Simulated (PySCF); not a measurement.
First SCF of a structure search on singlet [RuCl3]+, at a hand-made trigonal pyramidal geometry. PySCF input:

```python
from pyscf import gto, scf, dft
mol = gto.M(atom='''
Ru     0.000000     0.000000     0.000000
Cl     1.938200     0.000000     1.030600
Cl    -0.969100     1.678600     1.030600
Cl    -0.969100    -1.678600     1.030600''',
    basis={'Ru': 'def2-TZVP', 'Cl': 'def2-TZVP'},
    ecp={'Ru': 'def2-TZVP'},
    charge=1, spin=0)
mf = dft.RKS(mol, xc='PBE0')
mf.grids.atom_grid = (50, 194)
aux = {'Ru': 'def2-universal-JKFIT', 'Cl': 'def2-universal-JKFIT'}
mf = mf.density_fit(auxbasis=aux)
mf.conv_tol = 1e-08
mf.diis_space = 10
mf.max_cycle = 60
mf.init_guess = 'minao'
mf.verbose = 4
mf.kernel()
```

Excerpt of the output (cycles and frontier levels):

```
init E= -1467.36758248965
cycle= 1 E= -1474.22262530113  delta_E= -6.86  |g|= 1.65  |ddm|= 4.35
  HOMO = -0.104723165724154  LUMO = -0.095762324981928  gap/eV = 0.24384
cycle= 2 E= -1469.00077231399  delta_E= 5.22  |g|= 4.17  |ddm|= 7.14
  HOMO = -0.519043025568912  LUMO = -0.476469103648742  gap/eV = 1.15850
cycle= 3 E= -1474.68322206576  delta_E= -5.68  |g|= 0.541  |ddm|= 7.02
  HOMO = -0.496298164168204  LUMO = -0.439729454157744  gap/eV = 1.53931
cycle= 4 E= -1474.71786721241  delta_E= -0.0346  |g|= 0.381  |ddm|= 0.556
  HOMO = -0.490023377736241  LUMO = -0.432809580689369  gap/eV = 1.55687
cycle= 5 E= -1474.75005259547  delta_E= -0.0322  |g|= 0.139  |ddm|= 0.32
  HOMO = -0.495286502291279  LUMO = -0.43582100854011  gap/eV = 1.61814
cycle= 6 E= -1474.75432936321  delta_E= -0.00428  |g|= 0.0618  |ddm|= 0.134
  HOMO = -0.497829682438577  LUMO = -0.438265759595856  gap/eV = 1.62082
cycle= 7 E= -1474.75523684573  delta_E= -0.000907  |g|= 0.0283  |ddm|= 0.0463
  HOMO = -0.499115745974518  LUMO = -0.438965474541739  gap/eV = 1.63677
cycle= 8 E= -1474.75539390639  delta_E= -0.000157  |g|= 0.0124  |ddm|= 0.0173
  HOMO = -0.499502320799924  LUMO = -0.438990181023011  gap/eV = 1.64662
cycle= 9 E= -1474.75543442598  delta_E= -4.05e-05  |g|= 0.00439  |ddm|= 0.0122
  HOMO = -0.499735601386813  LUMO = -0.439080737815073  gap/eV = 1.65050
cycle= 10 E= -1474.75544118655  delta_E= -6.76e-06  |g|= 0.000696  |ddm|= 0.00723
  HOMO = -0.499776212524068  LUMO = -0.439086423069996  gap/eV = 1.65145
cycle= 11 E= -1474.75544145078  delta_E= -2.64e-07  |g|= 0.000415  |ddm|= 0.00143
  HOMO = -0.499784255086702  LUMO = -0.439069282864036  gap/eV = 1.65214
cycle= 12 E= -1474.75544154714  delta_E= -9.64e-08  |g|= 0.000145  |ddm|= 0.00104
  HOMO = -0.499780660566298  LUMO = -0.439055501080549  gap/eV = 1.65242
cycle= 13 E= -1474.75544156109  delta_E= -1.39e-08  |g|= 2.6e-05  |ddm|= 0.000384
  HOMO = -0.499782474775414  LUMO = -0.439055971832835  gap/eV = 1.65245
cycle= 14 E= -1474.75544156286  delta_E= -1.77e-09  |g|= 1.61e-05  |ddm|= 0.000129
  HOMO = -0.499782931096157  LUMO = -0.439056180914055  gap/eV = 1.65246
Extra cycle  E= -1474.75544156325  delta_E= -3.89e-10  |g|= 3.22e-05  |ddm|= 7.39e-05
converged SCF energy = -1474.75544156325
```

This is not the lowest solution: all starts ended here, but a stability analysis within the same restricted form found one 2.7 kJ/mol lower, at -1474.75646 Eh.

At the minimum of this search the closed-shell solution is unstable towards spin polarisation, so a lower open-shell solution exists.

The search for the lowest solution, 3 starts and the stability check together, took 29 s on 4 threads of a shared Arm Neoverse V1 host, with 151 basis functions; the process peaked at 0.63 GiB. Launch command: `OMP_NUM_THREADS=4 python axn.py task.json out`.
